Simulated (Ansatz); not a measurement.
Gas-phase electronic energies from Ansatz, PBE0-D4/def2-TZVP geometries. CCSD(T)/CBS is the MP2 limit (def2-TZVPP, def2-QZVPP) plus CCSD(T) − MP2 in def2-TZVPP, frozen cores. This one scheme is used for every species. Functionals use def2-TZVPP. B3LYP here is the variant with VWN-RPA as its local correlation; programs differ in this. One conformer a species, not always the lowest.

Consider the formal exchange of groups at a B–Si bond: `C=C[SiH2]B(O)Cl` + `N[SiH3]` → `N[SiH2]B(O)Cl` + `C=C[SiH3]`.

`C=C[SiH2]B(O)Cl`:

Cartesian coordinates in Å:
```
C -0.683 -1.641 -0.995
C -0.383 -0.425 -1.442
Si 0.114 1.010 -0.363
B 0.214 0.511 1.603
O 1.321 0.623 2.362
Cl -1.223 -0.100 2.429
H -0.675 -1.887 0.063
H -0.963 -2.447 -1.668
H -0.425 -0.253 -2.517
H -0.835 2.145 -0.547
H 1.456 1.509 -0.799
H 2.080 0.956 1.874
```

`N[SiH3]`:

```xyz
7

N     0.939   -0.148    0.484
Si   -0.618    0.013   -0.229
H     1.300    0.591    1.065
H     1.682   -0.585   -0.038
H    -1.567    0.425    0.838
H    -0.731    1.012   -1.334
H    -1.004   -1.308   -0.786
```

`N[SiH2]B(O)Cl`:

Cartesian coordinates in Å:
```
N 1.851 0.696 0.116
Si 0.309 0.566 -0.647
B -1.061 -0.600 0.299
O -2.177 -1.021 -0.322
Cl -0.805 -1.063 2.004
H 2.490 -0.081 0.035
H 1.901 1.085 1.045
H -0.281 1.932 -0.745
H 0.536 0.035 -2.018
H -2.763 -1.548 0.234
```

`C=C[SiH3]`:

Z-matrix (Å, degrees):
```
Si
C 1 1.859
H 1 1.488 2 110.8
H 1 1.487 2 109.0 3 -120.3
H 1 1.488 2 110.8 3 119.3
C 2 1.330 1 123.1 3 120.2
H 2 1.089 1 118.8 3 -59.8
H 6 1.087 2 122.2 1 -180.0
H 6 1.087 2 121.7 1 0.0
```

```tsv
level	ΔE (eV)
PBE0	-0.03
B3LYP	-0.05
SCS-MP2/def2-QZVPP	-0.01
CCSD/CBS(def2)	-0.03
```

(1) What does CCSD(T)/CBS give? (Best estimate.)

Largest T1 diagnostic among the species: 0.013.

Results:

(1) Ansatz gave: -0.02 eV. The listed levels differ from it by -0.01, -0.03, 0.01, -0.01 eV.

In def2-TZVPP, CCSD(T) changes the Hartree–Fock value by +0.06 eV (the triples alone add +0.01 eV) and MP2 by +0.07 eV.
